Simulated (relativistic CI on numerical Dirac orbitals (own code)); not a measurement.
# Hyperfine structure of Sb³²⁺, mass number 121

Calculated at this level of theory: Dirac-Coulomb-Breit CI, KLI orbitals optimised for each configuration, model QED (radiative potential, 1s self-energy scaled to tabulated hydrogen-like ionisation energies), unscaled Slater integrals (own radial code, finite nucleus).

CI space (outside the closed core [Ne]): 3s²3p⁶3d, 3s²3p⁵3d², 3s3p⁶3d², 3s²3p⁶4s, 3s²3p⁶4p, 3s²3p⁶4d, 3s²3p⁵3d4s, 3s²3p⁶4f, 3s²3p⁵3d4p, 3p⁶3d³, 3p⁵3d⁴, 3p⁵3d³4s. Double excitations out of closed p, d and f shells are left out; levels of such configurations are missing from the list, as are those of other unlisted configurations, and high levels can miss mixing partners. These lack a partner that the ground configuration has and come out too high: 3s²3p⁵3d4p.

Nuclear spin I = 5/2, μ = 3.358 μN, Q = -0.543 b (tables of Stone and Pyykkö). The electronic factors are computed for point nuclear moments, without core polarisation or the Bohr-Weisskopf and QED corrections.

```tsv
Level	E (eV)	A (MHz)	B (MHz)
3s²3p⁶3d ²D3/2	0.000	36650	-9330
3s²3p⁶3d ²D5/2	12.644	15280	-12400
3s²3p⁵3d² ⁴D°1/2	150.377	10890	
3s²3p⁵3d² ⁴D°3/2	151.706	38530	-23500
3s²3p⁵3d² ⁴D°7/2	165.846	26930	-254
3s²3p⁵3d² ⁴G°9/2	165.870	37280	49800
3s²3p⁵3d² ⁴P°5/2	170.253	29450	-10500
3s²3p⁵3d² ⁴G°11/2	170.333	33540	44900
```

Levels with J = 0, under 50 % of one LS term, or S terms without an open s electron are left out. Small factors come from cancelling terms and can be off by tens of per cent or more.

At this charge energies of transitions that change n are usually good to better than 1 %, and those within a shell (Δn = 0) to a few per cent.

(1) Give the hyperfine levels of 3s²3p⁶3d ²D3/2 relative to its centre of gravity.

## Answers

(1) With K = F(F + 1) − I(I + 1) − J(J + 1), E = AK/2 + B[¾K(K + 1) − I(I + 1)J(J + 1)]/[2I(2I − 1)J(2J − 1)]: F = 1: -198900, F = 2: -118200, F = 3: -4032, F = 4: 135100 MHz.

LS names give the leading component of a level, which can be under half, so a name can repeat, a term be missing and a line seem to break the LS rules.
